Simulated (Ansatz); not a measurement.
Cost and result for the atomization energy of C₂H₈OSi (`CC[SiH2]O`) (12 atoms, 11 bonds).

Cartesian coordinates in Å:
```
C 0.545 1.206 -0.720
C -0.286 -0.066 -0.865
Si -0.249 -1.160 0.649
O -0.831 -0.393 1.993
H 1.593 0.978 -0.507
H 0.172 1.832 0.095
H 0.521 1.813 -1.629
H -1.329 0.181 -1.088
H 0.072 -0.664 -1.712
H 1.158 -1.600 0.888
H -1.120 -2.347 0.458
H -0.247 0.220 2.440
```

Charge 0, multiplicity 1. The structure was optimised at the PBE0-D4/def2-TZVP level. It is one conformer, not always the lowest. Program: Ansatz. All runs use 4 threads of a server CPU on a shared host. Times are those of one run each, without the atoms' runs, and a repeat can differ threefold. Electronic energies, without spin–orbit coupling; frozen cores. CCSD(T)/CBS adds CCSD(T) − MP2 in def2-TZVPP to the MP2 limit, and its time is that of the two runs behind it. T1 = 0.010. B3LYP takes the VWN-RPA correlation (the form of Gaussian; ORCA's B3LYP/G). HSE06 is the plane-wave form, built on full-range PBE exchange.

CCSD(T)/CBS is a level of theory with its own doubt, some kJ/mol a heavy atom from the limit and from the frozen cores, so smaller differences don't rank the functionals.

| level | functions | wall time |
| --- | --- | --- |
| revPBE-D4/def2-TZVPP | 247 | 2.8 s |
| PBE-D4/def2-TZVPP (with forces) | 247 | 3.5 s |
| BHLYP-D4/def2-TZVPP | 247 | 4.1 s |
| HSE06-D4/def2-TZVPP | 247 | 4.3 s |
| CCSD(T)/def2-SVP | 100 | 5 s |
| B3LYP-D4/def2-TZVPP (with forces) | 247 | 6.5 s |
| r2SCAN-D4/def2-TZVPP (with forces) | 247 | 7 s |
| B2PLYP/def2-TZVPP | 247 | 7 s |
| PBE-QIDH/def2-TZVPP | 247 | 7.5 s |
| B97M-V/def2-TZVPP | 247 | 14 s |
| MP2/def2-QZVPP | 481 | 30 s |
| CCSD(T)/def2-TZVPP | 247 | 2.6 min |
| CCSD(T)/CBS(def2) | – | 3.1 min |

Q: What atomization energy does each give, and how far from CCSD(T)/CBS? (An estimate is asked.)

A: The calculation gave: 
| level | atomization (kJ/mol) | difference from CCSD(T)/CBS | per bond |
| --- | --- | --- | --- |
| revPBE-D4/def2-TZVPP | 4372.3 | -69.2 | -6.3 |
| PBE-D4/def2-TZVPP (with forces) | 4460.5 | 19.0 | 1.7 |
| BHLYP-D4/def2-TZVPP | 4336.0 | -105.5 | -9.6 |
| HSE06-D4/def2-TZVPP | 4416.5 | -25.0 | -2.3 |
| CCSD(T)/def2-SVP | 4191.4 | -250.1 | -22.7 |
| B3LYP-D4/def2-TZVPP (with forces) | 4427.9 | -13.6 | -1.2 |
| r2SCAN-D4/def2-TZVPP (with forces) | 4431.9 | -9.6 | -0.9 |
| B2PLYP/def2-TZVPP | 4386.4 | -55.1 | -5.0 |
| PBE-QIDH/def2-TZVPP | 4398.5 | -43.0 | -3.9 |
| B97M-V/def2-TZVPP | 4434.5 | -7.0 | -0.6 |
| MP2/def2-QZVPP | 4434.3 | -7.2 | -0.7 |
| CCSD(T)/def2-TZVPP | 4336.4 | -105.1 | -9.6 |
| CCSD(T)/CBS(def2) | 4441.5 | 0.0 | 0.0 |

From BLYP to BHLYP (50 % exact exchange), in def2-TZVPP and without D4, the atomization energy moves by −43.0 kJ/mol: exact exchange takes away binding that semilocal exchange gives to molecules. The D4 term adds +32.7 kJ/mol with B3LYP and +17.2 kJ/mol with PBE0; it sums over pairs of atoms, weighted by their polarisabilities, and B3LYP, whose exchange is more repulsive, gets the larger term. In def2-TZVPP, CCSD(T) changes the Hartree–Fock value by +1002.7 kJ/mol (the triples alone add +46.8 kJ/mol) and MP2 by +1038.1 kJ/mol; breaking electron pairs costs correlation energy, which Hartree–Fock lacks.
